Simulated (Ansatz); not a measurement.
`CB(C)N` + `BN` → `BNB(C)N` + CH₄ at 298.15 K and 1 bar (ligand exchange at a B–C bond).

Program: Ansatz. Geometries: PBE0-D4/def2-TZVP. ΔE: electronic, gas phase. CBS: MP2 limit from def2 TZ/QZ plus the TZ coupled-cluster correction, frozen cores. This one scheme is used for every species. One conformer a species, not always the lowest.

```json
{"species": "`CB(C)N`", "CCSD(T)/CBS energy (Eh)": "-160.48988", "H − E (kJ/mol)": "294.3", "S (J/(mol·K))": "311.2"}
{"species": "`BN`", "CCSD(T)/CBS energy (Eh)": "-81.93499", "H − E (kJ/mol)": "137.2", "S (J/(mol·K))": "228.1"}
{"species": "`BNB(C)N`", "CCSD(T)/CBS energy (Eh)": "-201.99245", "H − E (kJ/mol)": "303.7", "S (J/(mol·K))": "332.8"}
{"species": "CH₄", "CCSD(T)/CBS energy (Eh)": "-40.46206", "H − E (kJ/mol)": "127.4", "S (J/(mol·K))": "186.2"}
```

H − E and S are ideal-gas, rigid-rotor, harmonic terms from PBE0-D4/def2-TZVP, for one conformer and one mirror image of each species. 1 Eh = 2625.50 kJ/mol, R = 8.31446 J/(mol·K).

Q: By hand: ΔE, ΔH, ΔS and ΔG.

A: ΔE = (-201.99245) + (-40.46206) − (-160.48988) − (-81.93499) = -0.02964 Eh = -77.8 kJ/mol. Δ(H − E) = 303.7 + 127.4 − 294.3 − 137.2 = -0.4, so ΔH = -78.2 kJ/mol. ΔS = 332.8 + 186.2 − 311.2 − 228.1 = -20.3 J/(mol·K). ΔG = -78.2 − 298.15 × (-20.3)/1000 = -72.1 kJ/mol.

Q: By hand: the equilibrium constant, and the temperature at which ΔG would vanish if ΔH and ΔS stayed fixed.

A: log₁₀ K = −ΔG/(RT ln 10) = 12.6. ΔG = 0 at ΔH/ΔS = 3852 K, far beyond where these terms or the molecules hold.

ΔH outweighs TΔS. A doubt of 5 kJ/mol in ΔE shifts log₁₀ K by 0.9 here. Other conformers and mirror images would add mixing entropy, several J/(mol·K) or more a flexible species. These are equilibria of isolated gas molecules and say nothing of rates. Largest T1 diagnostic: 0.012 (customary marks: 0.02 for closed shells, 0.045 for open ones).
